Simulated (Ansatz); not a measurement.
Species, as SMILES: B=[N] (BH-N), doublet.
Atoms: B1, N2, H3. Bonds: B1-N2, B1-H3.

Basis-set convergence of the harmonic zero-point energy at PBE with Ansatz (a quantum-chemistry and plane-wave program). Each level at its own minimum, finite differences of forces, unscaled; the reference is a large set that could be run, not a limit. All functions are spherical. Open shells are unrestricted. No added dispersion term, no relativity. Reference: the value in def2-QZVPPD, 7.99 kcal/mol. Deviations are taken from unrounded values.

```csv
basis,functions,harmonic zero-point energy (kcal/mol),minus reference (kcal/mol)
cc-pVDZ,33,8.08,0.09
aug-cc-pVDZ,55,7.99,0.00
cc-pVTZ,74,8.01,0.02
jun-cc-pV(T+d)Z,92,7.98,0.00
aug-cc-pVTZ,115,8.00,0.01
cc-pVQZ,140,8.00,0.01
```

The smallest set listed that lies within 0.05 kcal/mol of the reference with all its larger relatives (same family, alike in diffuse functions; a set with none counts only in the reference's own line) is aug-cc-pVDZ (55 functions, 0.00 kcal/mol off).
